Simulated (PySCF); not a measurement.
Cartesian coordinates (Å):
SMILES: C(N)B=C
```xyz
10

C      2.0646    -0.3420    -0.1695
B      0.7145    -0.2602     0.0986
C     -0.7907    -0.2374     0.3597
N     -1.4768     1.0028    -0.0193
H      2.4559    -0.8784    -1.0270
H      2.8157     0.1295     0.4543
H     -0.9543    -0.4263     1.4277
H     -1.1731    -1.1469    -0.1428
H     -2.4818     0.8784    -0.0214
H     -1.1986     1.3050    -0.9440
```
Charge 0, multiplicity 1.

Question: Estimate the total energy, HOMO–LUMO gap and HOMO that PBE-D3(BJ)/def2-TZVP // B3LYP-D3(BJ)/def2-TZVP (PySCF) returns for this input.

Answer: 
```json
{
  "total_energy": "-159.2029 Ha",
  "HOMO–LUMO gap": "3.58 eV",
  "HOMO": "-5.28 eV"
}
```
